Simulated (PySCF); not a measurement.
C2H6Be, singlet, at a GFN2-xTB geometry (such geometries of metal compounds can be far from the true shape); PySCF with PBE/6-31G, polarisability.

PySCF was given this input:
```python
from pyscf import gto, scf, dft
from pyscf.prop import polarizability

mol = gto.M(
    atom='''
Be    0.00705400    0.00694702    0.00979493
C     1.33406113    0.16700397   -1.08049544
H     2.04406628   -0.65985496   -1.04182976
H     1.94309203    1.05728968   -0.92068604
H     1.03802976    0.22348657   -2.12865820
C    -1.33498712   -0.16791592    1.07920964
H    -1.90906487   -1.08131185    0.91917015
H    -2.07096663    0.63336258    1.00447690
H    -1.06781661   -0.19528840    2.13606203
''',
    basis='6-31g',
    verbose=4,
)

mf = dft.RKS(mol)
mf.xc = 'pbe'
mf.kernel()
alpha = mf.Polarizability().polarizability()[2, 2]
print('alpha_zz =', alpha)
```

**Question.** Write the output that PySCF gives for this input, abridged.

**Answer.** 
```
site-packages/pyscf/prop/efg/rhf.py:45: UserWarning: Module EFG is under testing
  warnings.warn('Module EFG is under testing')
site-packages/pyscf/prop/efg/dhf.py:30: UserWarning: Module EFG is under testing
  warnings.warn('Module EFG is under testing')
site-packages/pyscf/prop/zfs/uhf.py:40: UserWarning: Module ZFS is under testing
  warnings.warn('Module ZFS is under testing')
site-packages/pyscf/prop/gtensor/uhf.py:43: UserWarning: Module g-tensor is under testing
  warnings.warn('Module g-tensor is under testing')
site-packages/pyscf/prop/gtensor/uks.py:41: UserWarning: Module g-tensor is under testing
  warnings.warn('Module g-tensor is under testing')
site-packages/pyscf/prop/hfc/uks.py:35: UserWarning: Module HFC is under testing
  warnings.warn('Module HFC is under testing')
site-packages/pyscf/prop/magnetizability/rhf.py:39: UserWarning: Module magnetizability is under testing
  warnings.warn('Module magnetizability is under testing')
site-packages/pyscf/prop/magnetizability/uhf.py:37: UserWarning: Module magnetizability is under testing
  warnings.warn('Module magnetizability is under testing')
site-packages/pyscf/prop/magnetizability/rks.py:37: UserWarning: Module magnetizability is under testing
  warnings.warn('Module magnetizability is under testing')
site-packages/pyscf/prop/magnetizability/uks.py:39: UserWarning: Module magnetizability is under testing
  warnings.warn('Module magnetizability is under testing')
site-packages/pyscf/prop/polarizability/uhf.py:34: UserWarning: Module polarizability is under testing
  warnings.warn('Module polarizability is under testing')
site-packages/pyscf/prop/polarizability/rks.py:29: UserWarning: Module polarizability is under testing
  warnings.warn('Module polarizability is under testing')
site-packages/pyscf/prop/polarizability/uks.py:29: UserWarning: Module polarizability is under testing
  warnings.warn('Module polarizability is under testing')
PySCF version 2.14.0

[INPUT] verbose = 4
[INPUT] num. atoms = 9
[INPUT] num. electrons = 22
[INPUT] charge = 0
[INPUT] spin (= nelec alpha-beta = 2S) = 0
[INPUT] symmetry False subgroup None
[INPUT] Mole.unit = angstrom
[INPUT] Symbol           X                Y                Z      unit          X                Y                Z       unit  Magmom
[INPUT]  1 Be     0.007054000000   0.006947020000   0.009794930000 AA    0.013330128083   0.013127965182   0.018509735109 Bohr   0.0
[INPUT]  2 C      1.334061130000   0.167003970000  -1.080495440000 AA    2.521010169128   0.315591765015  -2.041840460441 Bohr   0.0
[INPUT]  3 H      2.044066280000  -0.659854960000  -1.041829760000 AA    3.862725449659  -1.246945156336  -1.968772914821 Bohr   0.0
[INPUT]  4 H      1.943092030000   1.057289680000  -0.920686040000 AA    3.671911771525   1.997987929529  -1.739844462310 Bohr   0.0
[INPUT]  5 H      1.038029760000   0.223486570000  -2.128658200000 AA    1.961591955548   0.422328409818  -4.022581010810 Bohr   0.0
[INPUT]  6 C     -1.334987120000  -0.167915920000   1.079209640000 AA   -2.522760036622  -0.317315100754   2.039410650590 Bohr   0.0
[INPUT]  7 H     -1.909064870000  -1.081311850000   0.919170150000 AA   -3.607609758328  -2.043383251747   1.736979845375 Bohr   0.0
[INPUT]  8 H     -2.070966630000   0.633362580000   1.004476900000 AA   -3.913559743813   1.196881813748   1.898186239452 Bohr   0.0
[INPUT]  9 H     -1.067816610000  -0.195288400000   2.136062030000 AA   -2.017880944162  -0.369041591305   4.036572221782 Bohr   0.0

nuclear repulsion = 50.6622567586658
number of shells = 27
number of NR pGTOs = 90
number of NR cGTOs = 39
basis = 6-31g
ecp = {}

******** <class 'pyscf.dft.rks.RKS'> ********
method = RKS
initial guess = minao
damping factor = 0
level_shift factor = 0
DIIS = <class 'pyscf.scf.diis.CDIIS'>
diis_start_cycle = 1
diis_space = 8
diis_damp = 0
SCF conv_tol = 1e-09
SCF conv_tol_grad = None
SCF max_cycles = 50
direct_scf = True
direct_scf_tol = 1e-13
XC library pyscf.dft.libxc version 7.1.2
    S. Lehtola, C. Steigemann, M. J. T. Oliveira, and M. A. L. Marques,  SoftwareX 7, 1–5 (2018)
XC functionals = pbe
    J. P. Perdew, K. Burke, and M. Ernzerhof,  Phys. Rev. Lett. 77, 3865 (1996)
    J. P. Perdew, K. Burke, and M. Ernzerhof,  Phys. Rev. Lett. 78, 1396 (1997)
    J. P. Perdew, K. Burke, and M. Ernzerhof,  Phys. Rev. Lett. 77, 3865 (1996)
    J. P. Perdew, K. Burke, and M. Ernzerhof,  Phys. Rev. Lett. 78, 1396 (1997)
radial grids:
    Treutler-Ahlrichs [JCP 102, 346 (1995); DOI:10.1063/1.469408] (M4) radial grids

becke partition: Becke, JCP 88, 2547 (1988); DOI:10.1063/1.454033
pruning grids: <function nwchem_prune>
grids dens level: 3
symmetrized grids: False
atomic radii adjust function: <function treutler_atomic_radii_adjust>
small_rho_cutoff = 0
Set gradient conv threshold to 3.16228e-05
Initial guess from minao.
tot grids = 100808
init E= -94.214748717081
  HOMO = -0.367365348149278  LUMO = -0.0637661280465203  gap/eV = 8.26136
cycle= 1 E= -94.2660142982973  delta_E= -0.0513  |g|= 0.681  |ddm|= 2.54
  HOMO = -0.119902304732727  LUMO = 0.0342710886890361  gap/eV = 4.19527
cycle= 2 E= -94.1129500767675  delta_E= 0.153  |g|= 0.971  |ddm|= 1.61
  HOMO = -0.239733398412757  LUMO = -0.00178625161871331  gap/eV = 6.47487
cycle= 3 E= -94.3930945180865  delta_E= -0.28  |g|= 0.0205  |ddm|= 1.01
  HOMO = -0.23722583349547  LUMO = -0.00167692731961969  gap/eV = 6.40961
cycle= 4 E= -94.393226800203  delta_E= -0.000132  |g|= 0.00254  |ddm|= 0.0311
  HOMO = -0.236811934291759  LUMO = -0.00120312964793361  gap/eV = 6.41124
cycle= 5 E= -94.3932297992921  delta_E= -3e-06  |g|= 0.000482  |ddm|= 0.00527
  HOMO = -0.236920393358982  LUMO = -0.00134564809612089  gap/eV = 6.41032
cycle= 6 E= -94.3932299040221  delta_E= -1.05e-07  |g|= 5.03e-05  |ddm|= 0.000848
  HOMO = -0.236926027350816  LUMO = -0.00134707821480943  gap/eV = 6.41043
cycle= 7 E= -94.393229904813  delta_E= -7.91e-10  |g|= 2.44e-06  |ddm|= 5.88e-05
  HOMO = -0.236926502351212  LUMO = -0.00134727925669814  gap/eV = 6.41044
Extra cycle  E= -94.3932299048137  delta_E= -6.82e-13  |g|= 2.24e-06  |ddm|= 7.45e-06
converged SCF energy = -94.3932299048137
Isotropic polarizability 35.384494263
Polarizability anisotropy 5.79307647374
alpha_zz = 36.04042820664702
```
